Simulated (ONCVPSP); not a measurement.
Configuration tests for tellurium (ONCV)

Te (Z = 52), optimised norm-conserving Vanderbilt (ONCV), made with ONCVPSP 4.0.1 (PBE, fully relativistic). Core [Kr] 4d10, reference 5s2 5p3.5 (charge +0.5). Waves: 5s: rc 1.60 bohr, ncon 4, nbas 7, qcut 3.2 1/bohr, 3 projectors, debl 1.1 Ha; 5p: rc 2.15 bohr, ncon 4, nbas 8, qcut 4.6 1/bohr, 1 projector. Local part: polynomial inside 1.15 bohr (lpopt 5, dvloc0 0 Ha). Core correction: none.

Open shells are filled in proportion to 2j + 1.

Energies are relative to the spin-unpolarised reference configuration 5s2 5p3.5; without spin polarisation the order of configurations can differ from experiment.

```json
{"valence configuration": "5s2 5p4", "charge": "0", "ΔE all-electron (eV)": "-3.908", "error AE − PS (meV)": "-0.8"}
{"valence configuration": "5s2 5p3", "charge": "+1", "ΔE all-electron (eV)": "5.842", "error AE − PS (meV)": "-1.2"}
{"valence configuration": "5s1 5p5", "charge": "0", "ΔE all-electron (eV)": "5.313", "error AE − PS (meV)": "+3.0"}
```

Problem. What are ΔE and the potential's error for 5s2 5p2?

Solution. ΔE = 23.791 eV all-electron; the error (AE − PS) is -14 meV.

Note: ghosts flagged at negative energy: s at -165.6 eV, p3/2 at -58.7 eV, p1/2 at -49.4 eV; GHOST(+) flagged for s at 62.2 eV. A true bound ghost makes a file unfit for plane-wave use.
